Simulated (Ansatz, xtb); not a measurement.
# C5H5NO2S: which of two isomers lies lower

We compare X, `CC(=O)Oc1nccs1`, a singlet, with Y, `Nc1cc(=O)c(O)cs1`, a singlet. Both are isolated molecules in the gas phase, relaxed with B3LYP/def2-SVP; the shapes shown needn't be the lowest conformers.

X (Å):

```xyz
14

C    -3.5120    0.4274    1.9992
C    -2.2519   -0.2746    1.5785
C    -0.1547    0.2486    0.5427
C     1.7975    0.5779   -0.3908
C     1.9204   -0.7669   -0.1781
N     0.6177    1.1442    0.0211
O    -2.0041   -1.4441    1.7003
O    -1.3796    0.6147    1.0146
S     0.4863   -1.3885    0.5828
H    -3.2732    1.2229    2.7220
H    -4.2014   -0.2977    2.4470
H    -3.9799    0.9104    1.1274
H     2.5579    1.2090   -0.8544
H     2.7572   -1.4202   -0.4203
```

Y (Å):

```xyz
14

C    -1.9918   -0.3962    1.2022
C    -1.4016    0.8427    1.3122
C    -0.0565    1.1624    0.9296
C     0.8101    0.0966    0.3506
C     0.4136   -1.1837    0.1578
N    -3.2699   -0.6520    1.6249
O     0.4641    2.2834    1.0330
O     2.0287    0.5433    0.0350
S    -1.1674   -1.8034    0.5640
H    -3.8621    0.1424    1.8351
H    -3.7487   -1.4801    1.2925
H    -1.9896    1.6681    1.7238
H     1.9791    1.4969    0.2981
H     1.0783   -1.9347   -0.2732
```

Question: Estimate E(Y) − E(X) at the level CCSD(T)/def2-SVP + ΔMP2/def2-TZVPP.

Answer: Calculated at CCSD(T)/def2-SVP + ΔMP2/def2-TZVPP: E(Y) − E(X) = +6.1 kcal/mol, so structure X lies lower.

The same difference at several levels:

```csv
level,geometry,E(Y) − E(X) (kcal/mol),departure from the last row (kcal/mol),"job, with rough time for the two"
GFN2-xTB,GFN2-xTB,+22.2,+16.1,"optimisation, 0.35 s"
HF/STO-3G,GFN2-xTB,+28.7,+22.6,"single point, 0.52 s"
r2SCAN-D4/def2-SVP,GFN2-xTB,+1.3,−4.8,"single point, 4.5 s"
B3LYP/def2-SVP,B3LYP/def2-SVP,+4.5,−1.5,"optimisation, 80 s"
HF/def2-SVP,B3LYP/def2-SVP,+9.1,+3.0,part of the CCSD(T) run
MP2/def2-SVP,B3LYP/def2-SVP,+9.4,+3.3,part of the CCSD(T) run
CCSD(T)/def2-SVP,B3LYP/def2-SVP,+9.9,+3.8,single point
CCSD(T)/def2-SVP + ΔMP2/def2-TZVPP,B3LYP/def2-SVP,+6.1,,"single point, 2.3 min"
```

As drawn, Y has 1 C–N, 2 C=C, 1 C–C, 2 C–S, 2 N–H, 1 O–H in place of 1 C–O, 2 C∷N, 1 C∷C, 2 C∷S, 3 C–H (∷ is an aromatic bond). Structure X has a 5-membered ring (with an aromatic ring), Y a 6-membered ring.

None of the levels shown reverses the order. The largest departure from CCSD(T)/def2-SVP + ΔMP2/def2-TZVPP is that of HF/STO-3G, 22.6 kcal/mol. The last row adds to CCSD(T) the change of the MP2 difference between the two basis sets, here −3.8 kcal/mol, a large step that makes the value less sure.

With thermal terms from frequencies at re-optimised GFN2-xTB minima (ideal gas, soft modes damped towards free rotors, one conformer each, 298.15 K, 1 atm): the zero-point term adds −0.3 kcal/mol; ΔH is +5.7 and ΔG +6.9 kcal/mol.

The correlated steps freeze 13 core orbitals. Codes used: Ansatz 0.2.0, xtb 6.7.1; the last row on 4 threads of Arm Neoverse V1 on a shared host.
